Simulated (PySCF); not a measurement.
PySCF input (HF/def2-TZVPD):

```python
from pyscf import gto, scf, dft

mol = gto.M(
    atom='''
    O    -0.07973044   -0.05152377    0.00435333
    B    -1.17086642   -0.76811983   -0.00146946
    H    -1.82319322   -1.02611828    0.96610258
    B     1.05362488    0.66875448   -0.12661320
    H     0.95342051    1.83703381   -0.33284290
    H     2.09382392    0.09810137   -0.02767304
    ''',
    basis='def2-tzvpd',
    charge=0,
    spin=1,
    verbose=4,
)

mf = scf.UHF(mol).density_fit(auxbasis='def2-universal-jkfit')
mf.conv_tol = 1e-9
mf.max_cycle = 100
mf.max_memory = 1500
mf.kernel()
if not mf.converged:
    mf = mf.newton()
    mf.kernel(mf.make_rdm1())
for _ in range(2):
    mo, _, stable, _ = mf.stability(return_status=True)
    if stable:
        break
    mf.kernel(mf.make_rdm1(mo, mf.mo_occ))
mf.analyze()
```

Output:

```
PySCF version 2.14.0

[INPUT] verbose = 4
[INPUT] num. atoms = 6
[INPUT] num. electrons = 21
[INPUT] charge = 0
[INPUT] spin (= nelec alpha-beta = 2S) = 1
[INPUT] symmetry False subgroup None
[INPUT] Mole.unit = angstrom
[INPUT] Symbol           X                Y                Z      unit          X                Y                Z       unit  Magmom
[INPUT]  1 O     -0.079730440000  -0.051523770000   0.004353330000 AA   -0.150668695391  -0.097365814205   0.008226601430 Bohr   0.0
[INPUT]  2 B     -1.170866420000  -0.768119830000  -0.001469460000 AA   -2.212616862250  -1.451536109547  -0.002776876951 Bohr   0.0
[INPUT]  3 H     -1.823193220000  -1.026118280000   0.966102580000 AA   -3.445335857964  -1.939082520610   1.825669284436 Bohr   0.0
[INPUT]  4 B      1.053624880000   0.668754480000  -0.126613200000 AA    1.991062461228   1.263762811776  -0.239264271755 Bohr   0.0
[INPUT]  5 H      0.953420510000   1.837033810000  -0.332842900000 AA    1.801703645443   3.471490782466  -0.628981923506 Bohr   0.0
[INPUT]  6 H      2.093823920000   0.098101370000  -0.027673040000 AA    3.956753761863   0.185384721745  -0.052294466634 Bohr   0.0

nuclear repulsion = 52.1709559792412
number of shells = 55
number of NR pGTOs = 192
number of NR cGTOs = 141
basis = def2-tzvpd
ecp = {}

******** <class 'pyscf.df.df_jk.DFUHF'> ********
method = DFUHF
initial guess = minao
damping factor = 0
level_shift factor = 0
DIIS = <class 'pyscf.scf.diis.CDIIS'>
diis_start_cycle = 1
diis_space = 8
diis_damp = 0
SCF conv_tol = 1e-09
SCF conv_tol_grad = None
SCF max_cycles = 100
direct_scf = False
number electrons alpha = 11  beta = 10
Set gradient conv threshold to 3.16228e-05
******** <class 'pyscf.df.df.DF'> ********
auxbasis = def2-universal-jkfit
init E= -126.279545093303
  alpha nocc = 11  HOMO = -0.0687563151073292  LUMO = 0.0203750102618597
  beta  nocc = 10  HOMO = -0.343908405071979  LUMO = -0.0687563151073292

WARN: HOMO -0.0687563151073292 >= LUMO -0.0687563151073292

cycle= 1 E= -125.954306107771  delta_E= 0.325  |g|= 0.334  |ddm|= 2.05
  alpha nocc = 11  HOMO = -0.301581354970541  LUMO = 0.0533774785273386
  beta  nocc = 10  HOMO = -0.452486148819848  LUMO = 0.0372771099602426
  HOMO = -0.301581354971  LUMO = 0.0372771099602  gap/eV = 9.22081
cycle= 2 E= -126.014076964753  delta_E= -0.0598  |g|= 0.188  |ddm|= 0.88
  alpha nocc = 11  HOMO = -0.307300191905899  LUMO = 0.0558066589018716
  beta  nocc = 10  HOMO = -0.475027543901977  LUMO = 0.0432995096033002
  HOMO = -0.307300191906  LUMO = 0.0432995096033  gap/eV = 9.54030
cycle= 3 E= -126.029050836532  delta_E= -0.015  |g|= 0.0538  |ddm|= 0.278
  alpha nocc = 11  HOMO = -0.312458718190978  LUMO = 0.0579720082476186
  beta  nocc = 10  HOMO = -0.467991009466715  LUMO = 0.0457330069031387
  HOMO = -0.312458718191  LUMO = 0.0457330069031  gap/eV = 9.74689
cycle= 4 E= -126.032374001295  delta_E= -0.00332  |g|= 0.0147  |ddm|= 0.214
[...]
  beta  nocc = 10  HOMO = -0.468040788238199  LUMO = 0.0456141147960731
  HOMO = -0.322098262941  LUMO = 0.0456141147961  gap/eV = 10.00596
Extra cycle  E= -126.033014203028  delta_E= -9.86e-12  |g|= 1.68e-06  |ddm|= 9.57e-06
converged SCF energy = -126.033014203028  <S^2> = 0.75456703  2S+1 = 2.0045618
uhf_internal: lowest eigs of H = [0.17875323 0.36438113 0.3889208 ]
<class 'pyscf.df.df_jk.DFUHF'> wavefunction is stable in the internal stability analysis
**** SCF Summaries ****
Total Energy =                        -126.033014203027619
Nuclear Repulsion Energy =              52.170955979241178
One-electron Energy =                 -273.921207917768925
Two-electron Energy =                   95.717237735500120
Two-electron Coulomb Energy =          112.881161979730962
DFT Exchange-Correlation Energy =      -17.163924244230842
HOMO-LUMO gap [eV] =                    10.005963454935868
**** MO energy ****
                             alpha | beta                alpha | beta
MO #1   energy= -20.6017913216939  | -20.6014254044101  occ= 1 | 1
MO #2   energy= -7.65803213621683  | -7.64913490581473  occ= 1 | 1
MO #3   energy= -7.6498172129014   | -7.63971676026763  occ= 1 | 1
MO #4   energy= -1.4083224492601   | -1.40482604318782  occ= 1 | 1
MO #5   energy= -0.8680297541333   | -0.856084130442504 occ= 1 | 1
MO #6   energy= -0.640062425147042 | -0.635812232187531 occ= 1 | 1
MO #7   energy= -0.632058295254055 | -0.627312605126039 occ= 1 | 1
MO #8   energy= -0.626540548756505 | -0.612909459675782 occ= 1 | 1
MO #9   energy= -0.580184029875728 | -0.537649435960287 occ= 1 | 1
MO #10  energy= -0.46688256164725  | -0.468040788238199 occ= 1 | 1
MO #11  energy= -0.322098262941012 | 0.0456141147960731 occ= 1 | 0
MO #12  energy= 0.0481253618162617 | 0.0578251233084633 occ= 0 | 0
MO #13  energy= 0.0613960490959448 | 0.0681664422822981 occ= 0 | 0
MO #14  energy= 0.0646939691247783 | 0.0761878180863363 occ= 0 | 0
MO #15  energy= 0.0670201657605711 | 0.0906938949690843 occ= 0 | 0
MO #16  energy= 0.121473001697346  | 0.123473991073904  occ= 0 | 0
MO #17  energy= 0.130224596266751  | 0.137308952176752  occ= 0 | 0
MO #18  energy= 0.138409735538072  | 0.149483840103789  occ= 0 | 0
MO #19  energy= 0.148266773504169  | 0.15968223752066   occ= 0 | 0
MO #20  energy= 0.157110526614975  | 0.170496421166896  occ= 0 | 0
MO #21  energy= 0.171028995291456  | 0.179654838347172  occ= 0 | 0
MO #22  energy= 0.173490547347387  | 0.180510506843113  occ= 0 | 0
MO #23  energy= 0.175773681749073  | 0.183234367885245  occ= 0 | 0
MO #24  energy= 0.197286296508165  | 0.200542642503449  occ= 0 | 0
MO #25  energy= 0.208129222776287  | 0.217978652981349  occ= 0 | 0
MO #26  energy= 0.212327656300258  | 0.218976764654956  occ= 0 | 0
MO #27  energy= 0.222579154739565  | 0.224716926222991  occ= 0 | 0
MO #28  energy= 0.230613088152781  | 0.237043065769131  occ= 0 | 0
MO #29  energy= 0.233280008500116  | 0.237799732148341  occ= 0 | 0
MO #30  energy= 0.258604730206482  | 0.271235579678088  occ= 0 | 0
MO #31  energy= 0.294152921875931  | 0.294339982149751  occ= 0 | 0
MO #32  energy= 0.321426004015939  | 0.333862113218054  occ= 0 | 0
MO #33  energy= 0.335668797808897  | 0.336762700119848  occ= 0 | 0
MO #34  energy= 0.342405709559997  | 0.349618049841017  occ= 0 | 0
MO #35  energy= 0.354133417765751  | 0.354298450576285  occ= 0 | 0
MO #36  energy= 0.356529759232856  | 0.367088789434259  occ= 0 | 0
MO #37  energy= 0.370328297611801  | 0.374840106118762  occ= 0 | 0
MO #38  energy= 0.376757620713242  | 0.380776777949045  occ= 0 | 0
MO #39  energy= 0.388370825531136  | 0.395494094015933  occ= 0 | 0
MO #40  energy= 0.39030368939023   | 0.396417463421722  occ= 0 | 0
MO #41  energy= 0.3914267697797    | 0.399653081440686  occ= 0 | 0
MO #42  energy= 0.411803057650068  | 0.414458510376678  occ= 0 | 0
MO #43  energy= 0.421733822167814  | 0.422282454046501  occ= 0 | 0
MO #44  energy= 0.431027892326737  | 0.442737696448189  occ= 0 | 0
MO #45  energy= 0.434868060336792  | 0.445391440111342  occ= 0 | 0
MO #46  energy= 0.446897338385504  | 0.460686826566151  occ= 0 | 0
MO #47  energy= 0.493288665697577  | 0.502326317909339  occ= 0 | 0
MO #48  energy= 0.509422725432532  | 0.521608104153739  occ= 0 | 0
MO #49  energy= 0.53008749994739   | 0.534135189603429  occ= 0 | 0
MO #50  energy= 0.586883502070537  | 0.594376369849405  occ= 0 | 0
MO #51  energy= 0.592796224117971  | 0.595972679791438  occ= 0 | 0
MO #52  energy= 0.634860358463609  | 0.643274427223709  occ= 0 | 0
MO #53  energy= 0.689098243310861  | 0.696835606612851  occ= 0 | 0
MO #54  energy= 0.702648136284457  | 0.71967056907094   occ= 0 | 0
MO #55  energy= 0.70655839614845   | 0.728400604258775  occ= 0 | 0
MO #56  energy= 0.736296502460404  | 0.741252642614711  occ= 0 | 0
MO #57  energy= 0.757404525514245  | 0.774261664316621  occ= 0 | 0
MO #58  energy= 0.77809956659461   | 0.784885211412864  occ= 0 | 0
MO #59  energy= 0.779248364789731  | 0.799781331095279  occ= 0 | 0
MO #60  energy= 0.82339102826923   | 0.830442741004042  occ= 0 | 0
MO #61  energy= 0.837550488988128  | 0.849641761256743  occ= 0 | 0
MO #62  energy= 0.872390433931343  | 0.883778855803907  occ= 0 | 0
MO #63  energy= 0.88980277927598   | 0.912196126906232  occ= 0 | 0
MO #64  energy= 0.919527281158056  | 0.926323354839906  occ= 0 | 0
MO #65  energy= 0.938451404334281  | 0.953907648278574  occ= 0 | 0
MO #66  energy= 0.955213946797211  | 0.958146084375506  occ= 0 | 0
MO #67  energy= 0.982129534323207  | 0.985609003085396  occ= 0 | 0
MO #68  energy= 0.993442291368423  | 1.00111949042924   occ= 0 | 0
MO #69  energy= 1.06145130698379   | 1.06638036054919   occ= 0 | 0
MO #70  energy= 1.08197717311825   | 1.08221326090987   occ= 0 | 0
MO #71  energy= 1.09322180489381   | 1.1100437461728    occ= 0 | 0
MO #72  energy= 1.28911949747086   | 1.29406595324179   occ= 0 | 0
MO #73  energy= 1.29183927374323   | 1.30500209855095   occ= 0 | 0
MO #74  energy= 1.39328388519127   | 1.40781130551205   occ= 0 | 0
MO #75  energy= 1.43552915885695   | 1.44457023103801   occ= 0 | 0
MO #76  energy= 1.44444347968454   | 1.44858482434179   occ= 0 | 0
MO #77  energy= 1.53382631067016   | 1.53784436841841   occ= 0 | 0
MO #78  energy= 1.58830564502787   | 1.59678050144969   occ= 0 | 0
MO #79  energy= 1.59391116092157   | 1.60258134304637   occ= 0 | 0
MO #80  energy= 1.62785466933038   | 1.63626792317033   occ= 0 | 0
MO #81  energy= 1.67002028613704   | 1.69258483413635   occ= 0 | 0
MO #82  energy= 1.77116807241591   | 1.77480816554225   occ= 0 | 0
MO #83  energy= 1.78566866352519   | 1.78846610612707   occ= 0 | 0
MO #84  energy= 1.78604360075425   | 1.79033591825773   occ= 0 | 0
MO #85  energy= 1.83803884915122   | 1.84818796659501   occ= 0 | 0
MO #86  energy= 1.84366400229453   | 1.85038363100632   occ= 0 | 0
MO #87  energy= 1.88011728963248   | 1.89483484135028   occ= 0 | 0
MO #88  energy= 1.89563572651494   | 1.91085834260718   occ= 0 | 0
MO #89  energy= 1.99070927821869   | 2.00697617855841   occ= 0 | 0
MO #90  energy= 2.11359858089948   | 2.12679111760984   occ= 0 | 0
MO #91  energy= 2.12360259048925   | 2.13367243186118   occ= 0 | 0
MO #92  energy= 2.14843367506447   | 2.15508023972352   occ= 0 | 0
MO #93  energy= 2.15804269053387   | 2.165640708028     occ= 0 | 0
MO #94  energy= 2.16616475960801   | 2.17564883953488   occ= 0 | 0
MO #95  energy= 2.17353032274142   | 2.18590871094136   occ= 0 | 0
MO #96  energy= 2.19234683231864   | 2.21481439377512   occ= 0 | 0
MO #97  energy= 2.20537462440167   | 2.22366961629254   occ= 0 | 0
MO #98  energy= 2.23232320738919   | 2.25969591950334   occ= 0 | 0
MO #99  energy= 2.33503038947218   | 2.34695135175974   occ= 0 | 0
MO #100 energy= 2.33809454354048   | 2.35225299943011   occ= 0 | 0
MO #101 energy= 2.35275622653545   | 2.36365158643742   occ= 0 | 0
MO #102 energy= 2.39929052419416   | 2.41018406563082   occ= 0 | 0
MO #103 energy= 2.40248396767784   | 2.41126972723538   occ= 0 | 0
MO #104 energy= 2.5076880612077    | 2.51848463974963   occ= 0 | 0
[...]
```

It need not be the lowest isomer of its formula.
